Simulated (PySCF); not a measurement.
**Distorted geometries of Eu2S2**

Eu2S2 (singlet in the valence; each metal's 4f electrons, 7 of them, lie in its core potential, out of spins and levels). PySCF 2.14.0, RKS PBE0, Eu lcecp-0-SVP with ECP53, S def2-SVP; non-relativistic Hamiltonian with scalar-relativistic core potentials where named; density fitting; no spin-orbit coupling. Relaxed geometry:

```xyz
4

Eu    0.0000    0.0000    1.8537
Eu    0.0000    0.0000   -1.8537
S     1.9460    0.0000    0.0000
S    -1.9460    0.0000    0.0000
```

Q: Order these distorted geometries by energy above the relaxed one, lowest first.
A.
```xyz
4

Eu   -0.0442    0.0608    1.8670
Eu    0.1791    0.0407   -1.9018
S     1.8705   -0.0697    0.0542
S    -2.0054   -0.0319   -0.0194
```
B.
```xyz
4

Eu   -0.0060   -0.0347    1.8475
Eu    0.0238   -0.0088   -1.8577
S     2.0076    0.1033    0.0303
S    -2.0253   -0.0599   -0.0201
```
C.
```xyz
4

Eu    0.0860   -0.0345    1.8269
Eu   -0.0001    0.0010   -1.8340
S     1.8904   -0.0050   -0.0710
S    -1.9763    0.0384    0.0781
```

A: B (0.05 eV), C (0.08 eV), A (0.17 eV).

Q: Which forces (eV/Å) act in the one that lies 0.08 eV up?

A: 
```
Eu  -0.56  0.02  0.46
Eu  -0.90  0.03 -0.44
S    1.03 -0.02  0.13
S    0.43 -0.03 -0.15
```
Forces carry noise of the integration grid, about 0.01 to 0.03 eV/Å.

An lcecp potential fixes the number of 4f electrons, so in runs with it no electron can move into or out of that shell.
